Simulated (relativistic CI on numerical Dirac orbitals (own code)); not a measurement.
## One change at a time: Pt20+

Base calculation: Dirac-Coulomb-Breit CI, KLI orbitals optimised for each configuration, model QED (radiative potential, 1s self-energy scaled to tabulated hydrogen-like ionisation energies), unscaled Slater integrals.

Configuration list (outside the closed core [Ar] 3d10): 4s2 4p6 4d10 4f12, 4s2 4p6 4d10 4f11 5s, 4s2 4p6 4d10 4f10 5s2, 4s2 4p6 4d10 4f10 5s 5p, 4s2 4p6 4d10 4f11 5p, 4s2 4p6 4d10 4f10 5p2, 4s2 4p6 4d9 4f13, 4s2 4p6 4d10 4f10 5s 5d, 4s2 4p6 4d10 4f11 5d, 4s2 4p6 4d8 4f14, 4s2 4p6 4d9 4f11 5s2, 4s2 4p6 4d10 4f11 5f, 4s2 4p6 4d10 4f11 6s, 4s2 4p6 4d9 4f12 5s, 4s2 4p5 4d10 4f13, 4s2 4p6 4d10 4f11 6p, 4s2 4p6 4d10 4f11 5g, 4s2 4p6 4d10 4f11 6d, 4s2 4p6 4d9 4f12 5p, 4s2 4p6 4d10 4f11 7s, 4s 4p6 4d10 4f13, 4s2 4p6 4d8 4f13 5s, 4s2 4p6 4d10 4f11 6g, 4s2 4p4 4d10 4f14, 4s2 4p5 4d10 4f12 5s, 4s 4p6 4d10 4f11 5s2, 4s2 4p5 4d9 4f14, 4p6 4d10 4f14, 4s 4p6 4d9 4f14, 4s 4p6 4d10 4f12 5s, 4s2 4p5 4d10 4f12 6s, 4s 4p5 4d10 4f14, 4s 4p6 4d10 4f12 6s, 4s 4p6 4d10 4f12 7s. Levels of other configurations are missing.

Variants: (1) QED terms removed. Shifts of the energy above 4s2 4p6 4d10 4f12 3H_6, in cm⁻¹, for the lowest level and the first level of each name with at least 55 % of one term (blank where a level changes its place among those of its configuration and J or its character, or is not in the variant):

```tsv
Level	Base	Δ(1)
4s2 4p6 4d10 4f12 3H_6	0.0	0.0
4s2 4p6 4d10 4f12 3F_4	9606.2	+7.2
4s2 4p6 4d10 4f12 3H_5	26434.7	-111.4
4s2 4p6 4d10 4f12 3F_3	38774.1	-111.6
4s2 4p6 4d10 4f12 3P_0	77932.6	-44.2
4s2 4p6 4d10 4f12 1I_6	79499.5	-104.6
4s2 4p6 4d10 4f12 3P_1	85290.4	-112.8
4s2 4p6 4d10 4f12 1S_0	162733.2	-185.1
4s2 4p6 4d10 4f11 5s 5I°_8	199943.8	-3254.3
4s2 4p6 4d10 4f11 5s 5I°_7	211947.9	-3266.1
4s2 4p6 4d10 4f11 5s 5I°_6	228073.9	-3332.0
4s2 4p6 4d10 4f11 5s 3I°_7	232718.9	-3325.1
4s2 4p6 4d10 4f11 5s 5F°_3	255953.1	-3334.0
4s2 4p6 4d10 4f11 5s 3K°_8	270526.2	-3339.3
```

At this charge transitions that keep the count of f electrons are usually good to a few per cent. Terms inside the open d or f shell come out 10 to 20 % too wide with unscaled integrals. Levels that differ in their count of f electrons can be misplaced by several ten thousand cm⁻¹, since the correlation energy of f electrons is missing or only estimated; rates across such gaps can be off by orders of magnitude.

Ionisation energy from one configuration of each of the two ions, the ground ones as tabulated or assumed: base 558.167 eV. The NIST ASD value (theoretical) is 550 ± 30 eV.

LS names give the leading component of a level, which can be under half, so a name can repeat, a term be missing and a line seem to break the LS rules.
